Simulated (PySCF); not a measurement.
Delta-SCF ions had no search for a lower state. Excitations are Tamm–Dancoff values on a coarser integration grid. The basis has no diffuse functions, so Rydberg states are missing or too high.

# C₂H₂O₂, SMILES `O=C1CO1` (charge 0, multiplicity 1)

Level of theory: PySCF with r2SCAN-D4/def2-TZVP.

```
Item                                                           Result
--------------------------------------  -----------------------------
HOMO                                                         -7.07 eV
dipole moment                                                  3.23 D
LUMO                                                         -1.02 eV
HOMO–LUMO gap                                                 6.05 eV
S1 excitation (TDA)                                           6.16 eV
S1 oscillator strength                                          0.002
T1 excitation (TDA)                                           5.49 eV
S1–T1 gap (TDA)                                               0.66 eV
vertical ionisation energy (Delta-SCF)                       10.81 eV
total energy                                             -227.7902 Ha
cost                                    very roughly 2.4 core-minutes
```

```xyz
6

O      1.9381    -0.2839     0.2699
C      0.8203     0.0140     0.0108
C     -0.6167    -0.1234     0.0788
O      0.1694     0.9252    -0.7085
H     -1.1749     0.2989     0.9077
H     -1.1362    -0.8310    -0.5587
```
